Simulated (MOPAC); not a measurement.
MOPAC input (AM1):

```
AM1 1SCF UHF MS=0.5 GEO-OK AUX(PRECISION=9) THREADS=1
NS

N    -0.00000000 1   -0.00000000 1   -1.03778016 1
S     0.00000000 1    0.00000000 1    0.45402882 1
```

From the last part of the output:

```
                                                       MOPAC v23.2.5 Linux

          FINAL HEAT OF FORMATION =         61.29561 KCAL/MOL =     256.46084 KJ/MOL

          COSMO AREA              =         69.59 SQUARE ANGSTROMS
          COSMO VOLUME            =         52.72 CUBIC ANGSTROMS

          IONIZATION POTENTIAL    =          9.416958 EV
          ALPHA SOMO LUMO (EV)    =         -9.417 -1.298
          BETA  SOMO LUMO (EV)    =        -12.101 -0.924
          NO. OF ALPHA ELECTRONS  =          6
          NO. OF BETA  ELECTRONS  =          5
          MOLECULAR WEIGHT        =         46.0667         POINT GROUP:  C*v

          MOLECULAR DIMENSIONS (Angstroms)

            Atom       Atom       Distance
            S     2    N     1     1.49181
            S     2    N     1     0.00000
            N     1    S     2     0.00000

          SCF CALCULATIONS        =          1

   ATOM   CHEMICAL          X               Y               Z
  NUMBER   SYMBOL      (ANGSTROMS)     (ANGSTROMS)     (ANGSTROMS)

     1       N         -0.00000000  *  -0.00000000  *  -1.03778016  *
     2       S          0.00000000  *   0.00000000  *   0.45402882  *

                             CARTESIAN COORDINATES

   1    N       -0.000000000    -0.000000000    -1.037780160
   2    S        0.000000000     0.000000000     0.454028820

           Empirical Formula: N S  =     2 atoms

      MOLECULAR POINT GROUP   :   C*v

          ALPHA EIGENVALUES
 -32.38886 -17.44104 -14.78855 -13.65471 -12.69065  -9.41696  -1.29772   0.94926

           BETA EIGENVALUES
 -31.31666 -16.26987 -13.22713 -12.33710 -12.10086  -0.92385  -0.02983   1.79926

              NET ATOMIC CHARGES AND DIPOLE CONTRIBUTIONS

  ATOM NO.   TYPE          CHARGE      No. of ELECS.   s-Pop       p-Pop
    1          N          -0.281446        5.2814     1.89329     3.38816
    2          S           0.281446        5.7186     1.87450     3.84405
 DIPOLE           X         Y         Z       TOTAL
 POINT-CHG.     0.000     0.000     2.017     2.017
 HYBRID        -0.000    -0.000    -0.607     0.607
 SUM           -0.000    -0.000     1.410     1.410

          ATOMIC ORBITAL ELECTRON POPULATIONS

     Atom    s        px        py        pz
    1  N   1.89329   1.42026   0.79427   1.17362
    2  S   1.87450   1.57974   1.20573   1.05858

                    (SZ)    =    0.500000
                    (S**2)  =    0.756141

          ATOMIC ORBITAL SPIN POPULATIONS

    Atom   Total    s     px     py     pz
         Atomic
    1  N  0.5005  0.017  0.580 -0.050 -0.046
    2  S  0.4995  0.012  0.420  0.050  0.016

 **********************
 *                    *
 * JOB ENDED NORMALLY *
 *                    *
 **********************

 == MOPAC DONE ==
```

The geometry given is a B3LYP-D3(BJ)/def2-TZVP minimum.
